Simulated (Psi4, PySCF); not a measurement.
The Psi4 input:
```
memory 2 GB

molecule {
0 2
  C    -1.12714493    0.54831026   -1.12061078
  C     0.05858672    0.01652336   -0.40707604
  C     1.43913294    0.42902159   -0.75611191
  Cl   -0.19499081   -0.56806618    1.18693576
  H    -1.37519472    1.56824688   -0.79981318
  H    -0.93026778    0.57765788   -2.19090812
  H    -2.00138196   -0.07334642   -0.93606275
  H     2.16736257   -0.26712278   -0.34395903
  H     1.67995543    1.42623389   -0.36587780
  H     1.55092187    0.46232438   -1.83849467
}

set basis 6-311g**
set reference uks
set scf_type pk
set puream true
set d_convergence 1e-8
set dft_radial_points 99
set dft_spherical_points 590

energy('b3lyp5')
print_variables()
```

**Question.** Give the equivalent PySCF input.

**Answer.** One answer among several that fit: 
```python
from pyscf import gto, scf, dft

mol = gto.M(
    atom='''
C    -1.12714493    0.54831026   -1.12061078
C     0.05858672    0.01652336   -0.40707604
C     1.43913294    0.42902159   -0.75611191
Cl   -0.19499081   -0.56806618    1.18693576
H    -1.37519472    1.56824688   -0.79981318
H    -0.93026778    0.57765788   -2.19090812
H    -2.00138196   -0.07334642   -0.93606275
H     2.16736257   -0.26712278   -0.34395903
H     1.67995543    1.42623389   -0.36587780
H     1.55092187    0.46232438   -1.83849467
''',
    basis='6-311g**',
    spin=1,
    verbose=4,
)

mf = dft.UKS(mol)
mf.xc = 'b3lyp5'
mf.grids.atom_grid = (99, 590)
mf.grids.prune = None
mf.kernel()
```

Both were run: Psi4 gave -577.991231 Eh and PySCF -577.991232 Eh, 0.000 mEh apart.
